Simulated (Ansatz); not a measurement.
A trace of molecular dynamics of BrH$_{3}$OSSi$_{2}$ (8 atoms, charge 0, multiplicity 1).

These are results of RKS B3LYP-D4/def2-SVP (Ansatz), not measurements.

```yaml
ensemble: NVE (velocity Verlet)
starting_velocities_drawn_for: 300 K
seed: 9411
```

| time (fs) | T (K) | potential energy less start (eV) | conserved less start (meV/atom) |
| --- | --- | --- | --- |
| 0 | 300 | 0.000 | 0.00 |
| 4 | 310 | -0.008 | 0.06 |
| 8 | 736 | -0.341 | -0.35 |
| 12 | 1051 | -0.590 | -1.03 |
| 16 | 910 | -0.471 | 0.26 |
| 20 | 1412 | -0.854 | 1.05 |
| 24 | 1212 | -0.706 | 0.20 |
| 28 | 1589 | -1.010 | -1.30 |
| 32 | 1242 | -0.734 | -0.43 |
| 36 | 1255 | -0.742 | -0.24 |
| 40 | 1572 | -0.995 | -1.09 |
| 44 | 1280 | -0.758 | 0.23 |
| 48 | 1621 | -1.020 | 0.59 |
| 52 | 1278 | -0.757 | 0.16 |
| 56 | 1661 | -1.067 | -1.45 |
| 60 | 1634 | -1.039 | -0.58 |
| 64 | 1782 | -1.152 | -0.42 |
| 68 | 2039 | -1.360 | -1.39 |
| 72 | 1339 | -0.804 | 0.21 |
| 76 | 1072 | -0.589 | 1.15 |
| 80 | 1089 | -0.610 | 0.23 |
| 84 | 1816 | -1.186 | -1.28 |
| 88 | 1759 | -1.136 | -0.50 |
| 92 | 1667 | -1.065 | -0.57 |
| 96 | 1628 | -1.043 | -1.62 |
| 100 | 1106 | -0.625 | -0.01 |

Q: Can this run be trusted? Judge the integration.

A: The conserved energy stayed within 1.7 meV per atom of its start (net change -0.015 meV per atom), so the integration is sound. The kinetic energy rose, since the run started high on the potential surface and went downhill. A run of 0.1 ps of so small a system gives no equilibrium averages. The orbitals stay closed-shell, which can raise the energy where a bond breaks towards radicals; this wasn't checked here. The time step was 0.5 fs.

The run took 9 min on 2 threads of Intel(R) Xeon(R) Platinum 8488C (Sapphire Rapids) (shared host), peak memory 0.31 GiB.
